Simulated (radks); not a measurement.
The lithium anion Li- inside a hard spherical wall (all orbitals vanish at R), configuration held at [He] 2s2 and not refilled when levels cross. Method: non-relativistic Kohn-Sham, PBE, spin-unpolarised, spherical densities, point nucleus; computed with a radial shooting solver on a logarithmic mesh with Libxc functionals. Eigenvalues in eV, with the zero of energy where the potential of the charges vanishes at infinity; a dash marks a level that is unbound or too diffuse for the functional's potential to be trusted. A positive occupied level is held by the wall or, in an anion where self-interaction has pushed it up, behind a barrier. The pressure on the wall is -dE/dV.

| R (bohr) | E (hartree) | kinetic (hartree) | e(1s) | e(2s) | e(2p, empty) | e(3s, empty) | pressure (GPa) |
|---|---|---|---|---|---|---|---|
| 20 | -7.48048 | 7.425 | -46.902 | 0.935 | 1.863 | 2.031 | 0.000842 |
| 15 | -7.47857 | 7.432 | -46.619 | 1.117 | 2.289 | 3.030 | 0.00882 |
| 12 | -7.47339 | 7.451 | -46.097 | 1.438 | 2.811 | 4.441 | 0.0513 |
| 4 | -6.86387 | 8.788 | -33.206 | 14.470 | 16.969 | 49.916 | 73.2 |
| 2.5 | -4.85161 | 12.492 | -17.815 | 47.540 | 42.513 | 146.31 | 1160 |
| 2 | -2.48418 | 16.443 | -6.360 | 83.915 | 66.353 | 241.25 | 4110 |
| 1.5 | 3.48840 | 25.515 | 16.233 | 170.12 | 118.33 | 453.94 | 20200 |
